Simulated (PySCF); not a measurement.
H6SeSi2, SMILES [SiH3][Se][SiH3]. Geometry: PBE0-D3(BJ)/def2-SVP.

Computed equilibrium geometry at PBE0-D3(BJ)/def2-SVP (PySCF confirms it by a frequency run) as bond lengths and angles, and its point group:
point group C2v.
Atoms: Se1 Si2 H3 H4 H5 Si6 H7 H8 H9. Bonds (Å): Se1–Si2 2.286, Se1–Si6 2.286, Si2–H3 1.490, Si2–H4 1.493, Si2–H5 1.493, Si6–H7 1.493, Si6–H8 1.493, Si6–H9 1.490. Angles (°): Si2–Se1–Si6 95.3, Se1–Si2–H3 106.1, Se1–Si2–H4 110.9, Se1–Si2–H5 110.9, H3–Si2–H4 110.1, H3–Si2–H5 110.1, H4–Si2–H5 108.7, Se1–Si6–H7 110.9, Se1–Si6–H8 110.9, Se1–Si6–H9 106.1, H7–Si6–H8 108.7, H7–Si6–H9 110.1, H8–Si6–H9 110.1.
Charge 0, spin multiplicity 1.
